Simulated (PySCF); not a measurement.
**Dipole response of Ne⁺ (neon, charge +1)**

[He] 2s2 2p5, 2P determinant. All numbers are calculated (PySCF 2.14, scalar relativity by spin-free X2C-1e, in aug-cc-pCVTZ-DK (7s6p4d2f, 59 functions)). Coupled (time-dependent) response in atomic units; α is the mean over directions.

```json
{"method": "UHF", "mean α (bohr³)": "1.239", "α xx, yy, zz": "1.303, 1.207, 1.207", "C₆ (like pair)": "2.156", "S(−4)": "0.4675"}
{"method": "PBE", "mean α (bohr³)": "1.377", "α xx, yy, zz": "1.419, 1.357, 1.357", "C₆ (like pair)": "2.461", "S(−4)": "0.6377"}
{"method": "PBE0", "mean α (bohr³)": "1.331", "α xx, yy, zz": "1.381, 1.307, 1.307", "C₆ (like pair)": "2.359", "S(−4)": "0.5763"}
{"method": "r2SCANh", "mean α (bohr³)": "1.323", "α xx, yy, zz": "1.375, 1.297, 1.297", "C₆ (like pair)": "2.384", "S(−4)": "0.5456"}
{"method": "BHandHLYP", "mean α (bohr³)": "1.294", "α xx, yy, zz": "1.349, 1.267, 1.267", "C₆ (like pair)": "2.275", "S(−4)": "0.5326"}
```

S(−4) is the Cauchy moment in α(ω) = α(0) + S(−4) ω² + …

α(iu) at PBE0:

| u (hartree) | α(iu) (bohr³) |
| --- | --- |
| 0 | 1.331 |
| 0.0500 | 1.330 |
| 0.100 | 1.326 |
| 0.200 | 1.309 |
| 0.300 | 1.283 |
| 0.500 | 1.208 |
| 0.750 | 1.092 |
| 1.00 | 0.9707 |
| 1.50 | 0.7546 |
| 2.00 | 0.5883 |
| 3.00 | 0.3758 |
| 5.00 | 0.1865 |

A single London oscillator, α(iu) = α/(1 + u²/ω²), gives C₆ = (3/4) ω α². Matching the computed C₆ needs ω = 4 × 2.359 / (3 × 1.331²) = 1.78 hartree.

For an ion, C₆ is the dispersion term alone; charge-induced terms of lower order in 1/R come first.

The components differ because the open shell of this determinant is not spherical; for a pure term their mean is the scalar polarisability.
